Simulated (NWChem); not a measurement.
System: GeH2SO, singlet; SMILES [OH][Ge][SH]

Input file for NWChem:

```
start job
memory heap 200 mb stack 900 mb global 1100 mb
geometry units angstroms noautoz
  Ge    -0.442092    -0.551394     0.000000
  O      1.160449    -1.329509     0.000000
  H      1.936469    -0.755360     0.000000
  S      0.266973     1.604811     0.000000
  H     -0.985161     2.111620     0.000000
end
basis spherical
  Ge library def2-svp
  O library def2-svp
  H library def2-svp
  S library def2-svp
end
dft
  xc b3lyp
  iterations 150
  mulliken
end
task dft energy
```

Output (shortened):

```
             Northwest Computational Chemistry Package (NWChem) 7.3.0
             --------------------------------------------------------

 CS  symmetry detected

                             Geometry "geometry" -> ""
                             -------------------------

 Output coordinates in angstroms (scale by  1.889725989 to convert to a.u.)

  No.       Tag          Charge          X              Y              Z
 ---- ---------------- ---------- -------------- -------------- --------------
    1 Ge                  32.0000    -0.43059569    -0.54436333     0.00000000
    2 O                    8.0000     1.19670313    -1.26927653     0.00000000
    3 H                    1.0000     1.95339255    -0.66988080     0.00000000
    4 S                   16.0000     0.20707005     1.63402497     0.00000000
    5 H                    1.0000    -1.06107641     2.09932001     0.00000000

 Effective nuclear repulsion energy (a.u.)     245.5726313671

      Symmetry information
      --------------------

 Group name             Cs
 Group number              2
 Group order               2
 No. of unique centers     5

                                 NWChem DFT Module
                                 -----------------

 Summary of "ao basis" -> "ao basis" (spherical)
 ------------------------------------------------------------------------------
       Tag                 Description            Shells   Functions and Types
 ---------------- ------------------------------  ------  ---------------------
 Ge                         def2-svp                12       32   5s4p3d
 O                          def2-svp                 6       14   3s2p1d
 H                          def2-svp                 3        5   2s1p
 S                          def2-svp                 8       18   4s3p1d

      Symmetry analysis of basis
      --------------------------

        a'         53
        a"         21

            General Information
            -------------------
          SCF calculation type: DFT
          Wavefunction type:  closed shell.
          No. of atoms     :     5
          No. of electrons :    58
           Alpha electrons :    29
            Beta electrons :    29
          Charge           :     0
          Spin multiplicity:     1
          Use of symmetry is: on ; symmetry adaption is: on
          Maximum number of iterations: 150
          AO basis - number of functions:    74
                     number of shells:    32
          Convergence on energy requested:  1.00D-06
          Convergence on density requested:  1.00D-05
          Convergence on gradient requested:  5.00D-04

              XC Information
              --------------
                         B3LYP Method XC Potential
                     Hartree-Fock (Exact) Exchange  0.200
                        Slater Exchange Functional  0.800 local
                    Becke 1988 Exchange Functional  0.720 non-local
              Lee-Yang-Parr Correlation Functional  0.810
                  VWN I RPA Correlation Functional  0.190 local

             Grid Information
             ----------------
          Grid used for XC integration:  medium
          Radial quadrature: Mura-Knowles
          Angular quadrature: Lebedev.
          Tag              B.-S. Rad. Rad. Pts. Rad. Cut. Ang. Pts.
          ---              ---------- --------- --------- ---------
          Ge                  1.25      112           9.0       590
          O                   0.60       49          11.0       434
          H                   0.35       45          11.0       434
          S                   1.00       88           9.0       590
          Grid pruning is: on
          Number of quadrature shells:   339
          Spatial weights used:  Erf1

      Superposition of Atomic Density Guess
      -------------------------------------

 Sum of atomic energies:       -2548.08052070

      Non-variational initial energy
      ------------------------------

 Total energy =   -2548.546953
 1-e energy   =   -4038.043602
 2-e energy   =    1243.924017
 HOMO         =      -0.262647
 LUMO         =      -0.027361

      Symmetry analysis of molecular orbitals - initial
      -------------------------------------------------

  Numbering of irreducible representations:

     1 a'          2 a"

  Orbital symmetries:

     1 a'          2 a'          3 a'          4 a'          5 a'
     6 a"          7 a'          8 a'          9 a'         10 a'
    11 a'         12 a"         13 a'         14 a'         15 a"
    16 a'         17 a'         18 a'         19 a"         20 a"
    21 a'         22 a'         23 a'         24 a'         25 a"
    26 a'         27 a'         28 a"         29 a'         30 a"
    31 a'         32 a'         33 a'         34 a'         35 a'
    36 a'         37 a'         38 a"         39 a'

     ---------------------------------------------
      Total Density - Mulliken Population Analysis
     ---------------------------------------------

    Atom       Charge   Shell Charges
 -----------   ------   -------------------------------------------------------
    1 Ge  32    31.08   2.00  2.00  2.00  1.32  0.55  6.00  5.98  0.61  0.53  8.15  1.80  0.16
    2 O    8     8.89   1.99  1.11  0.66  3.10  2.02  0.00
    3 H    1     0.67   0.53  0.08  0.06
    4 S   16    16.57   2.00  1.99  1.21  0.65  5.94  1.83  2.93  0.02
    5 H    1     0.79   0.58  0.19  0.03

[...]
```

Level: B3LYP/def2-SVP. Low-valent species are run as closed-shell singlets; no triplet was tried in these runs. Geometry: optimised at PBE0/def2-SVP. B3LYP is NWChem's, with the RPA form of VWN correlation.
